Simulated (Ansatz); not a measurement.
Basis-set extrapolation for `CC[SiH]1[AlH][SiH2]1` (PBE0-D4/def2-TZVP geometry, frozen core, Ansatz 0.2.0). Multiplicity 1, RHF reference.

```
                      def2-TZVPP   def2-QZVPP
                 HF  -900.753946  -900.781405
    MP2 correlation    -0.675066    -0.720326
CCSD(T) correlation    -0.777831      not run
```

Energies in hartree. Use E(X) = E(∞) + A·exp(−7.88·√X) for Hartree–Fock and E(X) = E(∞) + B·X^(−2.97) for correlation, with X = 3 and 4, and add CCSD(T) minus MP2 of the smaller set to the MP2 limit.

Q: What is the CCSD(T) energy at the basis-set limit?

A: HF limit: -900.781405 + (-0.027459) × 0.13774 = -900.78519. MP2 limit: -0.720326 + (-0.045260) × 0.74074 = -0.75385. Higher-order term: -0.777831 − (-0.675066) = -0.10276. Total: -901.64180 hartree, 69.0 kcal/mol below CCSD(T)/def2-TZVPP.
